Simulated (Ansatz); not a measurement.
Al(F)(OMe)(SH) (CH4AlFOS), SMILES C[O][Al]([F])[SH].

Coordinates come from a PBE-D3(BJ)/def2-SVP optimisation. The structure was generated by enumeration; whether it is a known compound was not checked. Other conformers were not sampled.

Two levels are set side by side: PBE/def2-SVPD (Ansatz, an electronic-structure program) and PBE0/def2-SVPD (Ansatz). Energy differences of separate SCF runs at the same geometry; the states with an electron removed or added have multiplicity 2 and 2. Differences are taken from unrounded values.

```
quantity                            PBE0   PBE  PBE minus PBE0
---------------------------------  -----  ----  --------------
vertical ionisation energy (eV)    10.03  9.60           -0.43
vertical singlet–triplet gap (eV)   5.44  4.92           -0.53
```
